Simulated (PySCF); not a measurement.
**Si- (silicon, charge -1) across methods**

[Ne] 3s2 3p3, high-spin 4S determinant. Computed with PySCF 2.14 in aug-cc-pVQZ-DK (7s6p4d3f2g, 84 functions), with the spin-free X2C one-electron Hamiltonian (Gaussian nucleus).

```
   method  E (hartree)  mean ε 3s α (eV)  mean ε 3s β (eV)  mean ε 3p α (eV)  Σ⟨r²⟩ (bohr²)   ⟨S²⟩
      LDA    -288.8721            -5.179            -3.455             1.068          59.22  3.751
   revPBE    -289.9866            -5.034            -3.092             1.167          58.28  3.751
   r2SCAN    -290.0119            -5.588            -3.051             0.954          56.18  3.750
      UHF   -289.49212           -10.945            -5.616            -1.679          54.80  3.751
CAM-B3LYP    -290.0404            -8.158            -5.487            -0.528          55.94  3.750
     PBE0    -289.9182            -6.631            -4.022             0.379          56.23  3.750
      PBE    -289.8947            -5.085            -3.198             1.130          58.69  3.750
  wB97X-V    -289.9782            -9.315            -6.360            -1.392          54.95  3.750
```

Estimate the same row for TPSS.

E (hartree) = -290.0563; mean ε 3s α (eV) = -5.254; mean ε 3s β (eV) = -2.941; mean ε 3p α (eV) = 1.154; Σ⟨r²⟩ (bohr²) = 56.45; ⟨S²⟩ = 3.752.

The highest occupied level is positive at LDA, revPBE, r2SCAN, PBE0, PBE, TPSS: only the finite basis holds that electron, which in a density functional comes from self-interaction.
